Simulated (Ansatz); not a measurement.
`CC#CC(F)(F)F` + H₂O → CH₃OH + `C#CC(F)(F)F`  (formal hydrolysis of a C–C bond)

Computed with Ansatz on PBE0-D4/def2-TZVP structures; ΔE is electronic, products minus reactants. CBS: MP2 limit from def2 TZ/QZ plus the TZ coupled-cluster correction, frozen cores. This one scheme is used for every species. Functionals use def2-TZVPP.

| level | ΔE (kJ/mol) | difference from CCSD(T)/CBS |
| --- | --- | --- |
| LDA (SPW92) | 98.8 | 8.7 |
| r2SCAN-D4 | 92.4 | 2.3 |
| B97M-V | 91.5 | 1.4 |
| PBE0-D4 | 94.1 | 4.0 |
| r2SCAN0-D4 | 93.9 | 3.8 |
| ωB97M-V | 87.4 | -2.7 |
| PBE | 91.2 | 1.1 |
| r2SCAN | 91.8 | 1.7 |
| r2SCANh | 92.3 | 2.2 |
| CCSD/CBS(def2) | 89.0 | -1.1 |
| CCSD(T)/CBS | 90.1 | 0 |

**Question.** What do rigid-rotor, harmonic-oscillator terms from PBE0-D4/def2-TZVP frequencies (298.15 K, 1 bar) make of the CCSD(T)/CBS value? (Best estimate.)

**Answer.** Computed: ΔZPE = +4.3 kJ/mol, ΔH = +90.8 kJ/mol, ΔS = 1 J/(mol·K), ΔG = +90.6 kJ/mol. Modes under 50 cm⁻¹ make the entropy rough.

Largest T1 diagnostic among the species: 0.013.

Leaving LDA and LC-ωPBE aside and taking each functional with its dispersion term where it has one, the values, not all of them listed here, spread over 8.8 kJ/mol, from ωB97X-V to HSE06-D4. LDA lies +7.6 kJ/mol from PBE without D4. In def2-TZVPP, CCSD(T) changes the Hartree–Fock value by +8.8 kJ/mol (the triples alone add +1.0 kJ/mol) and MP2 by +17.1 kJ/mol.
